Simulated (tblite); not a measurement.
Species: C5H7PS.
Atom-mapped SMILES: `[CH3:1][c:2]1[cH:3][s:4][c:5]([CH3:6])[p:7]1` (hydrogens: H8, H9, H10 on C1; H11 on C3; H12, H13, H14 on C6)

Geometry (GFN2-xTB, Å), atoms numbered from 1 in this order:
```
atom  x, y, z in Å
C1    -2.5885   -0.5372    0.0850
C2    -1.1652   -0.0692    0.0354
C3    -0.8330    1.2426    0.0319
S4     0.8347    1.6429   -0.0169
C5     1.3853    0.0025   -0.0406
C6     2.8562   -0.2418   -0.1033
P7     0.1912   -1.2243   -0.0089
H8    -3.0078   -0.3747    1.0781
H9    -3.1988    0.0084   -0.6332
H10   -2.6437   -1.5999   -0.1402
H11   -1.5299    2.0619    0.0561
H12    3.2659    0.1066   -1.0528
H13    3.0590   -1.3069   -0.0090
H14    3.3740    0.2885    0.6964
```

Level: GFN2-xTB in tblite, geometry and Hessian alike; calculated harmonic values, unscaled, isolated species. Errors from tens to a few hundred cm⁻¹ against measured bands are possible. The optimisation stopped once no atom felt more than 0.01 eV/Å.

Lowest wavenumbers of the output (negative numbers stand for imaginary wavenumbers):
```
mode    cm-1
  1     -51.1
  2     101.7
  3     137.2
  4     239.9
  5     246.1
  6     308.3
  7     364.3
  8     416.2
```

Question: Is this structure a minimum?

Answer: Not by this Hessian. 1 mode is imaginary beyond 20i (51i cm⁻¹), so at this level the point lies at or near a first-order saddle. The curvature is small, so loose convergence or finite differences may be the whole cause.

Question: Which atoms move in the imaginary mode?

Answer: 51i: H8 (methyl hydrogen) 34 %, H9 (methyl hydrogen) 34 %, H10 (methyl hydrogen) 29 %. These are shares of the mass-weighted motion.

Question: What is the remedy?

Answer: Step along that mode in both directions, optimise again with tighter thresholds and repeat the frequencies. The zero-point energy of this point (65.3 kcal/mol) counts the 35 real modes alone, and thermal corrections from it aren't those of a minimum.
